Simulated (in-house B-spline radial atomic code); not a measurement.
What moves the levels of neutral iridium ([Xe] 4f14 5d7 6s2)? Computed with a radial B-spline atomic code at the basis-set limit: Dirac-Hartree-Fock, average of the jj configuration, Fermi nucleus of rms radius 5.3705 fm.

Baseline run (computed): total energy -17846.8477 hartree, 1s1/2 at -2815.361 hartree, 6s1/2 at -8.1 eV with <r> = 3.089 bohr.

Changing the nucleus:

```tsv
nucleus	ΔE (eV)
Fermi nucleus of rms radius 5.378 fm, A = 183	0.215
Fermi nucleus of rms radius 5.3805 fm, A = 184	0.286
Fermi nucleus of rms radius 5.3854 fm, A = 185	0.426
Fermi nucleus of rms radius 5.39 fm, A = 186	0.558
Fermi nucleus of rms radius 5.3812 fm, A = 187	0.306
Fermi nucleus of rms radius 5.3838 fm, A = 188	0.381
Fermi nucleus of rms radius 5.3898 fm, A = 189	0.553
Fermi nucleus of rms radius 5.3968 fm, A = 191	0.753
Fermi nucleus of rms radius 5.4032 fm, A = 193	0.937
```

A larger nucleus binds the electrons less, roughly as the density at the nucleus times the change of the nuclear <r²>. The reference is A = 182.
